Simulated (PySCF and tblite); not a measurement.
Values are calculated unless marked as measured or tabulated.
C8H12Cl2, numbered as in [CH3:1]/[CH:2]=[C:3](/[Cl:4])[CH2:5][CH2:6]/[CH:7]=[C:8](\[CH3:9])[Cl:10]. Search: ETKDG and KDG, MMFF94s, GFN2-xTB, 200 starts; geometries at GFN2-xTB. Weights use PBE0-D3(BJ)/pcSseg-1 energies plus GFN2-xTB zero-point and thermal terms (modes under about 100 cm⁻¹ blended into free rotors). Symmetry numbers and mirror images are counted. Conformers within 2.5 kcal/mol (GFN2-xTB free energy) were kept, 7 at most. GIAO shieldings: PBE0/pcSseg-1. Shifts are against TMS (¹H), TMS (¹³C) at the same level. (PySCF 2.14, tblite 0.8.)

Torsions listed: Cl4–C3–C5–C6, C3–C5–C6–C7, C5–C6–C7–C8. Of a mirror pair one member is shown.

```
conformer             shape  point group  mirror pair  ΔE(DFT)  Δ(G−E) at 250 K  δ H7 (ppm)
        1   -80°, -65°, 99°           C1          yes     0.00             0.00        5.67
        2     80°, 62°, 88°           C1          yes     1.75            -0.26        5.97
        3   78°, -176°, 88°           C1          yes     2.69            -0.58        6.01
        4  80°, 180°, -101°           C1          yes     2.80            -0.84        5.93
        5   93°, -66°, 100°           C1          yes     2.91            -0.14        5.86
        6   94°, -57°, -83°           C1          yes     4.45            -0.25        6.01
```

Energies in kcal/mol; the thermal term leaves out symmetry numbers and mirror images.

Problem. Work out the weights at 250 K and the ¹H shift of H7 under fast exchange.

Solution. RT = 0.497 kcal/mol. Each conformer gets RT ln(σ/g), with σ the rotational symmetry number and g = 2 for a mirror pair: 1: σ = 1, g = 2, G = 0.00 + 0.00 − 0.34 = -0.34, 0.00 above the lowest, exp(−ΔG/RT) = 1.000; 2: σ = 1, g = 2, G = 1.75 − 0.26 − 0.34 = 1.15, 1.49 above the lowest, exp(−ΔG/RT) = 0.050; 3: σ = 1, g = 2, G = 2.69 − 0.58 − 0.34 = 1.77, 2.11 above the lowest, exp(−ΔG/RT) = 0.014; 4: σ = 1, g = 2, G = 2.80 − 0.84 − 0.34 = 1.62, 1.96 above the lowest, exp(−ΔG/RT) = 0.019; 5: σ = 1, g = 2, G = 2.91 − 0.14 − 0.34 = 2.43, 2.77 above the lowest, exp(−ΔG/RT) = 0.004; 6: σ = 1, g = 2, G = 4.45 − 0.25 − 0.34 = 3.86, 4.20 above the lowest, exp(−ΔG/RT) = 0.000. The sum is 1.087, so the weights are 92.0, 4.6, 1.3, 1.8, 0.3, 0.0 %. The averaged shift is 5.69 ppm. At 298.15 K it is 5.71 ppm. At 298.15 K the leading conformer alone gives 5.67 ppm and bare DFT energies give 5.69 ppm.
